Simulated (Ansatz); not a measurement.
H4GaNO2 (SMILES [NH2][Ga]([OH])[OH]), singlet, geometry from GFN2-xTB (such geometries of metal compounds can be far from the true shape).

Ansatz (a first-principles code) was given this input:
Ansatz 0.2 input:
```yaml
crystal:
  periodic: [false, false, false]
  atoms:
    - {symbol: Ga, position_ang: [0.00384986, -0.00406170, -0.00878331]}
    - {symbol: O, position_ang: [-1.35378592, -1.00093426, -0.46601304]}
    - {symbol: H, position_ang: [-1.57466867, -1.81752035, -0.02465931]}
    - {symbol: O, position_ang: [0.11948598, 1.52672781, -0.82474291]}
    - {symbol: H, position_ang: [-0.57828723, 1.74877212, -1.44145164]}
    - {symbol: N, position_ang: [1.19609028, -0.41073246, 1.33544227]}
    - {symbol: H, position_ang: [1.98523465, 0.22512920, 1.36271264]}
    - {symbol: H, position_ang: [1.55014316, -1.36168939, 1.35363275]}
basis:
  gaussian:
    orbitals: pcseg-0.json
hamiltonian:
  xc: r2scan
```
The basis file holds pcseg-0 in the JSON format of the Basis Set Exchange.

Give the total energy at the level R2SCAN/pcseg-0 (Ansatz).

-2129.4098 Eh

Estimate the number of basis functions that R2SCAN/pcseg-0 returns for this input.

57
